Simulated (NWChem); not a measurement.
System: GaSi2H7; SMILES [GaH]([SiH3])[SiH3]

The following NWChem deck was run.

```
start job
memory heap 200 mb stack 900 mb global 1100 mb
geometry units angstroms noautoz
  Ga    -0.695597    -0.000029    -0.000092
  H     -2.285620    -0.000524     0.018785
  Si     0.408810    -2.175822    -0.004252
  H      0.032805    -2.942425     1.220260
  H      1.895918    -2.092330    -0.046277
  H     -0.033911    -2.977194    -1.183174
  Si     0.408374     2.175946    -0.007134
  H      1.892812     2.093423    -0.106533
  H      0.079980     2.913917     1.248498
  H     -0.078153     3.004451    -1.149222
end
basis spherical
  * library def2-svp
end
dft
  xc b3lyp
  iterations 150
  mulliken
end
task dft energy
```

NWChem printed, in part:

```
             Northwest Computational Chemistry Package (NWChem) 7.3.0
             --------------------------------------------------------

 C1  symmetry detected

                             Geometry "geometry" -> ""
                             -------------------------

 Output coordinates in angstroms (scale by  1.889725989 to convert to a.u.)

  No.       Tag          Charge          X              Y              Z
 ---- ---------------- ---------- -------------- -------------- --------------
    1 Ga                  31.0000    -0.56500889     0.00001978    -0.00075044
    2 H                    1.0000    -2.15511123    -0.00033884     0.00945437
    3 Si                  14.0000     0.53920925    -2.17587299    -0.00021183
    4 H                    1.0000     0.15646283    -2.94318575     1.22176438
    5 H                    1.0000     2.02653181    -2.09249374    -0.03407504
    6 H                    1.0000     0.10285260    -2.97648652    -1.18201845
    7 Si                  14.0000     0.53917923     2.17589598    -0.00044680
    8 H                    1.0000     2.02412985     2.09329542    -0.09179877
    9 H                    1.0000     0.20400831     2.91313358     1.25382459
   10 H                    1.0000     0.05896251     3.00514081    -1.14466661

 Effective nuclear repulsion energy (a.u.)     298.2079479209

                                 NWChem DFT Module
                                 -----------------

 Summary of "ao basis" -> "ao basis" (spherical)
 ------------------------------------------------------------------------------
       Tag                 Description            Shells   Functions and Types
 ---------------- ------------------------------  ------  ---------------------
 Ga                         def2-svp                12       32   5s4p3d
 H                          def2-svp                 3        5   2s1p
 Si                         def2-svp                 8       18   4s3p1d

            General Information
            -------------------
          SCF calculation type: DFT
          Wavefunction type:  closed shell.
          No. of atoms     :    10
          No. of electrons :    66
           Alpha electrons :    33
            Beta electrons :    33
          Charge           :     0
          Spin multiplicity:     1
          Use of symmetry is: off; symmetry adaption is: off
          Maximum number of iterations: 150
          AO basis - number of functions:   103
                     number of shells:    49
          Convergence on energy requested:  1.00D-06
          Convergence on density requested:  1.00D-05
          Convergence on gradient requested:  5.00D-04

              XC Information
              --------------
                         B3LYP Method XC Potential
                     Hartree-Fock (Exact) Exchange  0.200
                        Slater Exchange Functional  0.800 local
                    Becke 1988 Exchange Functional  0.720 non-local
              Lee-Yang-Parr Correlation Functional  0.810
                  VWN I RPA Correlation Functional  0.190 local

             Grid Information
             ----------------
          Grid used for XC integration:  medium
          Radial quadrature: Mura-Knowles
          Angular quadrature: Lebedev.
          Tag              B.-S. Rad. Rad. Pts. Rad. Cut. Ang. Pts.
          ---              ---------- --------- --------- ---------
          Ga                  1.30      112          10.0       590
          H                   0.35       45          14.0       434
          Si                  1.10       88          12.0       590
          Grid pruning is: on
          Number of quadrature shells:   603
          Spatial weights used:  Erf1

      Superposition of Atomic Density Guess
      -------------------------------------

 Sum of atomic energies:       -2503.94790279

      Non-variational initial energy
      ------------------------------

 Total energy =   -2504.735323
 1-e energy   =   -4083.728220
 2-e energy   =    1280.784948
 HOMO         =      -0.252008
 LUMO         =      -0.038428

     ---------------------------------------------
      Total Density - Mulliken Population Analysis
     ---------------------------------------------

    Atom       Charge   Shell Charges
 -----------   ------   -------------------------------------------------------
    1 Ga  31    30.45   2.00  2.00  2.00  1.07  0.24  6.00  5.98  0.70  0.44  8.09  1.83  0.11
    2 H    1     1.20   0.71  0.49  0.01
    3 Si  14    13.99   2.00  1.99  1.04  0.32  5.94  1.18  1.43  0.08
    4 H    1     1.06   0.69  0.36  0.01
    5 H    1     1.06   0.69  0.36  0.01
    6 H    1     1.06   0.69  0.36  0.01
    7 Si  14    13.98   2.00  1.99  1.04  0.32  5.94  1.18  1.43  0.08
    8 H    1     1.06   0.69  0.36  0.01
    9 H    1     1.06   0.69  0.36  0.01
   10 H    1     1.06   0.69  0.36  0.01

   convergence    iter        energy       DeltaE   RMS-Dens  Diis-err
 ---------------- ----- ----------------- --------- --------- ---------
 d= 0,ls=0.0,diis     1  -2507.6538143878 -2.81D+03  7.11D-03  2.23D-01
 d= 0,ls=0.0,diis     2  -2507.6838359592 -3.00D-02  2.22D-03  4.27D-02
 d= 0,ls=0.0,diis     3  -2507.6885787378 -4.74D-03  5.15D-04  7.34D-03
 d= 0,ls=0.0,diis     4  -2507.6893037748 -7.25D-04  1.86D-04  3.70D-04
 d= 0,ls=0.0,diis     5  -2507.6893269367 -2.32D-05  6.24D-05  5.12D-05
  Resetting Diis
 d= 0,ls=0.0,diis     6  -2507.6893342033 -7.27D-06  9.80D-06  5.70D-07
 d= 0,ls=0.0,diis     7  -2507.6893343374 -1.34D-07  3.01D-06  1.76D-08

         Total DFT energy =    -2507.689334337446
      One electron energy =    -4084.500636243934
           Coulomb energy =     1398.125874275232
    Exchange-Corr. energy =     -119.522520289655
 Nuclear repulsion energy =      298.207947920911

 Numeric. integr. density =       65.999994888473

                       DFT Final Molecular Orbital Analysis
                       ------------------------------------

 Vector   31  Occ=2.000000D+00  E=-3.478742D-01
              MO Center=  1.1D+00, -1.5D-03, -4.5D-02, r^2= 7.3D+00
   Bfn.  Coefficient  Atom+Function         Bfn.  Coefficient  Atom+Function
  ----- ------------  ---------------      ----- ------------  ---------------
    61      0.275379   5 H  s                89     -0.274769   8 H  s
    45      0.197387   3 Si px               78     -0.197140   7 Si px
    48      0.152397   3 Si px               81     -0.152190   7 Si px
    62      0.145045   5 H  s                90     -0.144770   8 H  s
    99      0.137084  10 H  s                66     -0.126870   6 H  s

 Vector   32  Occ=2.000000D+00  E=-2.856164D-01
              MO Center= -6.4D-01,  3.3D-04, -7.2D-04, r^2= 4.4D+00
   Bfn.  Coefficient  Atom+Function         Bfn.  Coefficient  Atom+Function
  ----- ------------  ---------------      ----- ------------  ---------------
    33      0.340899   2 H  s                12     -0.304973   1 Ga px
    34      0.229061   2 H  s                15     -0.172071   1 Ga px
     9      0.169782   1 Ga px                4     -0.149112   1 Ga s
    46     -0.124079   3 Si py               79      0.124069   7 Si py
    61      0.120037   5 H  s                89      0.119946   8 H  s

 Vector   33  Occ=2.000000D+00  E=-2.603857D-01
              MO Center=  9.2D-02, -2.7D-04, -9.2D-04, r^2= 5.2D+00
   Bfn.  Coefficient  Atom+Function         Bfn.  Coefficient  Atom+Function
  ----- ------------  ---------------      ----- ------------  ---------------
    13      0.322091   1 Ga py               46     -0.228598   3 Si py
    79     -0.228469   7 Si py               49     -0.219096   3 Si py
    82     -0.218929   7 Si py               10     -0.170459   1 Ga py
    16      0.148215   1 Ga py               40     -0.127071   3 Si s
    73      0.127074   7 Si s                43      0.124389   3 Si py

 Vector   34  Occ=0.000000D+00  E=-9.561547D-02
              MO Center= -3.9D-01,  1.7D-05, -4.6D-03, r^2= 4.2D+00
   Bfn.  Coefficient  Atom+Function         Bfn.  Coefficient  Atom+Function
  ----- ------------  ---------------      ----- ------------  ---------------
    17      0.616366   1 Ga pz               14      0.414402   1 Ga pz
    11     -0.212237   1 Ga pz               95     -0.179552   9 H  s
    57     -0.175668   4 H  s                67      0.171851   6 H  s
   100      0.167406  10 H  s                50      0.121779   3 Si pz
    83      0.121740   7 Si pz               94     -0.090251   9 H  s

 Vector   35  Occ=0.000000D+00  E=-3.663596D-04
              MO Center=  6.5D-02, -9.7D-05,  1.1D-03, r^2= 6.8D+00
   Bfn.  Coefficient  Atom+Function         Bfn.  Coefficient  Atom+Function
  ----- ------------  ---------------      ----- ------------  ---------------
     5      1.129771   1 Ga s                41     -0.731492   3 Si s
    74     -0.732799   7 Si s                15      0.585495   1 Ga px
     4      0.500512   1 Ga s                48      0.502378   3 Si px
    81      0.502101   7 Si px               49     -0.424530   3 Si py
    82      0.424858   7 Si py               40     -0.340969   3 Si s

 Vector   36  Occ=0.000000D+00  E= 2.389588D-02
              MO Center=  9.1D-03,  2.6D-01, -2.9D-03, r^2= 7.2D+00
   Bfn.  Coefficient  Atom+Function         Bfn.  Coefficient  Atom+Function
  ----- ------------  ---------------      ----- ------------  ---------------
    16      1.132587   1 Ga py               41      0.887428   3 Si s
    74     -0.889572   7 Si s                90      0.739333   8 H  s
    62     -0.646066   5 H  s                82      0.631309   7 Si py
    49      0.540631   3 Si py               81     -0.381169   7 Si px
    48      0.306662   3 Si px               73     -0.207641   7 Si s

     ---------------------------------------------
      Total Density - Mulliken Population Analysis
     ---------------------------------------------

    Atom       Charge   Shell Charges
 -----------   ------   -------------------------------------------------------
    1 Ga  31    30.81   2.00  2.00  1.99  1.22  0.14  6.00  5.98  0.97  0.46  8.02  1.83  0.19
    2 H    1     1.09   0.70  0.38  0.01
    3 Si  14    13.81   2.00  1.98  1.08  0.21  5.93  1.31  1.19  0.11
    4 H    1     1.08   0.74  0.33  0.01
    5 H    1     1.08   0.74  0.33  0.01
    6 H    1     1.08   0.74  0.33  0.01
    7 Si  14    13.81   2.00  1.98  1.08  0.21  5.93  1.31  1.19  0.11
    8 H    1     1.08   0.74  0.33  0.01
    9 H    1     1.08   0.74  0.33  0.01
   10 H    1     1.08   0.74  0.33  0.01

     -------------------------------------------
      Total Density - Lowdin Population Analysis
     -------------------------------------------

    Atom       Charge   Shell Charges
 -----------   ------   -------------------------------------------------------
    1 Ga  31    30.93   2.00  2.00  1.95  0.81  0.36  5.99  5.84  1.06  0.78  7.75  2.03  0.36
    2 H    1     1.09   0.60  0.47  0.02
    3 Si  14    13.74   2.00  1.94  0.69  0.36  5.82  1.32  1.43  0.18
    4 H    1     1.08   0.64  0.42  0.02
    5 H    1     1.09   0.64  0.42  0.02
    6 H    1     1.08   0.64  0.42  0.02
    7 Si  14    13.74   2.00  1.94  0.69  0.36  5.82  1.32  1.43  0.18
    8 H    1     1.09   0.64  0.42  0.02
    9 H    1     1.08   0.64  0.42  0.02
   10 H    1     1.08   0.64  0.42  0.02

     Multipole analysis of the density
     ---------------------------------

     L   x y z        total         alpha         beta         nuclear
     -   - - -        -----         -----         ----         -------
     0   0 0 0     -0.000000    -33.000000    -33.000000     66.000000

     1   1 0 0     -0.021991     -0.010995     -0.010995      0.000000
     1   0 1 0      0.000198      0.000099      0.000099     -0.000000
     1   0 0 1     -0.006352     -0.003176     -0.003176      0.000000

     2   2 0 0    -38.508129    -74.543659    -74.543659    110.579188
     2   1 1 0     -0.000326     -0.002119     -0.002119      0.003911
     2   1 0 1      0.024550      0.028674      0.028674     -0.032798
     2   0 2 0    -39.969106   -334.889397   -334.889397    629.809689
     2   0 1 1     -0.000481     -0.012802     -0.012802      0.025123
     2   0 0 2    -34.217742    -27.432661    -27.432661     20.647579
```

Level: B3LYP/def2-SVP. The geometry was optimised at B3LYP/6-31G* (spherical d). B3LYP is NWChem's, with the RPA form of VWN correlation.
